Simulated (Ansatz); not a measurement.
One change: `BO[SiH2]F` becomes `BOCF`.

Ansatz, PBE0-D4/def2-TZVP geometries, multiplicity 1. Each molecule was computed in one conformer, which needn't be the lowest.

```tsv
property	`BO[SiH2]F`
HOMO–LUMO gap (B3LYP/def2-TZVPP) / eV	7.41
HOMO energy (PBE0/def2-TZVPP) / eV	-8.75
zero-point energy (PBE0-D4/def2-TZVP) / kJ/mol	121.4
LUMO energy (PBE/def2-TZVPP) / eV	-1.94
ideal-gas entropy at 298 K and 1 bar (rigid rotor, harmonic PBE0-D4/def2-TZVP) / J/(mol·K)	314
size of the dipole moment (B3LYP/def2-TZVPP) / D	1.29
```

(1) Give the same properties after the change, and the shifts. (Estimate.)

Results:

(1) Ansatz gave: 
```json
{"property": "HOMO–LUMO gap (B3LYP/def2-TZVPP) / eV", "`BOCF`": "7.84", "shift": "0.43"}
{"property": "HOMO energy (PBE0/def2-TZVPP) / eV", "`BOCF`": "-9.09", "shift": "-0.34"}
{"property": "zero-point energy (PBE0-D4/def2-TZVP) / kJ/mol", "`BOCF`": "150.1", "shift": "28.7"}
{"property": "LUMO energy (PBE/def2-TZVPP) / eV", "`BOCF`": "-1.81", "shift": "0.13"}
{"property": "ideal-gas entropy at 298 K and 1 bar (rigid rotor, harmonic PBE0-D4/def2-TZVP) / J/(mol·K)", "`BOCF`": "289", "shift": "-25"}
{"property": "size of the dipole moment (B3LYP/def2-TZVPP) / D", "`BOCF`": "1.72", "shift": "0.43"}
```

With PBE0 the HOMO falls by 0.34 eV and the LUMO rises by 0.11 eV, so the gap widens by about 0.45 eV. PBE moves the HOMO by -0.28 eV and ωB97M-V by -0.35 eV. Dipoles are sizes alone; their direction can turn. Modes under 60 cm⁻¹, often nearly free rotors, make the harmonic entropy too high.

B3LYP here is the variant with VWN-RPA as its local correlation; programs differ in this.
